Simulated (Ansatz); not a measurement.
Computed with Ansatz on PBE0-D4/def2-TZVP structures; ΔE is electronic, products minus reactants. CCSD(T)/CBS adds triple-zeta CCSD(T) − MP2 to the extrapolated MP2 energy (def2 sets, frozen cores). Functionals use def2-TZVPP. HSE06 is defined as in plane-wave codes. Elements past krypton have def2 core potentials. For Sb outer-core shells are correlated without core-valence functions, which leaves a few kJ/mol of doubt a bond. One conformer a species, not always the lowest.

`[CH3][SbH][CH3]` + `C[SiH2]SS` → `C[SiH2]SSC` + `[CH3][SbH2]`  (substitution at a C–Sb bond)

`[CH3][SbH][CH3]`:

Cartesian coordinates in Å:
```
C 0.041 -0.525 -1.520
Sb -1.259 0.348 -0.034
C 0.322 0.772 1.374
H 0.598 0.273 -2.011
H -0.557 -1.046 -2.268
H 0.737 -1.224 -1.058
H -1.646 -1.162 0.681
H 0.892 1.629 1.014
H -0.110 1.021 2.344
H 0.983 -0.087 1.479
```

`C[SiH2]SS`:

```xyz
10

C    -0.019    1.302    0.680
Si    0.508   -0.479    0.574
S    -1.047   -1.741   -0.211
S    -1.250   -0.845   -2.060
H    -0.876    1.413    1.346
H     0.802    1.915    1.063
H    -0.294    1.676   -0.309
H     1.713   -0.627   -0.284
H     0.784   -1.051    1.921
H    -0.322   -1.563   -2.721
```

`C[SiH2]SSC`:

Cartesian coordinates in Å:
```
C 1.196 1.899 0.600
Si 0.421 1.022 -0.847
S 1.057 -1.026 -0.982
S 0.204 -1.674 0.776
C -1.427 -2.201 0.227
H 2.283 1.923 0.499
H 0.943 1.386 1.530
H 0.829 2.927 0.661
H 0.832 1.637 -2.140
H -1.063 1.049 -0.746
H -1.987 -1.365 -0.192
H -1.941 -2.570 1.118
H -1.346 -3.006 -0.503
```

`[CH3][SbH2]`:

Z-matrix (Å, degrees):
```
C
Sb 1 2.162
H 1 1.088 2 111.0
H 1 1.090 2 108.7 3 120.8
H 1 1.090 2 108.7 3 -120.8
H 2 1.711 1 94.2 3 -45.5
H 2 1.711 1 94.2 3 46.1
```

| level | ΔE (kcal/mol) |
| --- | --- |
| HSE06-D4 | 2.6 |
| CAM-B3LYP-D4 | 2.9 |

(1) What does CCSD(T)/CBS give? (An estimate is asked.)

Largest T1 diagnostic among the species: 0.013.

## Answers

(1) Computed: +4.6 kcal/mol. The listed levels differ from it by -2.0, -1.7 kcal/mol.

At CCSD(T), def2-SVP lies −2.6 kcal/mol from the extrapolated value and def2-TZVPP −0.5 kcal/mol. Leaving LDA and LC-ωPBE aside and taking each functional with its dispersion term where it has one, the values, not all of them listed here, spread over 1.8 kcal/mol, from B97M-V to B2PLYP. LDA lies −1.4 kcal/mol from PBE without D4.
